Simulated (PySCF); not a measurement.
Vertical excitations of a molecule C2H6BNO2 from TDDFT-PBE/def2-SVPD run with PySCF, as energy in eV (oscillator strength): 5.01 (0.009), 5.72 (0.033), 5.92 (0.006), 6.23 (0.059), 6.33 (0.099), 6.63 (0.023), 6.86 (0.004), 6.95 (0.001), 6.99 (0.004), 7.14 (0.004). Lowest triplet (TDA): 4.18 eV. Geometry optimised at PBE-D3(BJ)/def2-SVP. One conformer was computed; it need not be the lowest.

Q: Identify the compound among the candidates.
A. C=COB(N)O
B. C/C=N/B(O)O
C. NB1COCO1
D. CNB1OCO1

A: A, C=COB(N)O
